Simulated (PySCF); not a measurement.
Gas-phase reaction: 2 SnCl₂ + SnH₃Cl = 3 SnHCl + Cl₂

Energies from PySCF (xtb for GFN2), thermal terms from the rigid-rotor harmonic-oscillator model, ideal gas at 1 bar. † marks an energy on the PBE0/def2-TZVP geometry and frequencies; other levels use their own. CCSD(T) freezes the core. All species are closed-shell singlets. Sn: scalar-relativistic def2 core potential, no spin-orbit coupling. SnH₃Cl, SnHCl: computed as isolated molecules; such fragments, hydroxides, amides, oligomers or adducts are transient or little studied in the gas. CCSD(T) isn't extrapolated to the basis-set limit; its ΔH°(298 K) is 494.0 kJ in def2-SVP and 495.4 kJ in def2-TZVPP. The harmonic model lacks anharmonicity and excited electronic states, which grow with temperature; levels with a mode under 35 cm⁻¹ are left out. Soft modes under 120 cm⁻¹ make the harmonic entropy rough for SnCl₂.

| level | ΔE electronic, kJ | ΔH°(298 K), kJ | ΔS°(298 K), J/K | ΔG°(2500 K), kJ |
|---|---|---|---|---|
| BLYP/def2-TZVP† | 457 | 445 | 157 | 77 |
| CCSD(T)/def2-TZVPP† | 507 | 495 | 157 | 128 |
| GFN2-xTB | 301 | 285 | 157 | -94 |
| PBE0/def2-QZVP† | 504 | 493 | 157 | 125 |
| PBE0/def2-SVP† | 521 | 509 | 157 | 141 |
| LDA/def2-TZVP† | 522 | 510 | 157 | 142 |
| ωB97M-V/def2-TZVP† | 506 | 494 | 157 | 126 |
| ωB97X-V/def2-TZVP† | 517 | 505 | 157 | 137 |
ΔH° is lowest at GFN2-xTB and highest at LDA/def2-TZVP†. No reference value is set beside these.
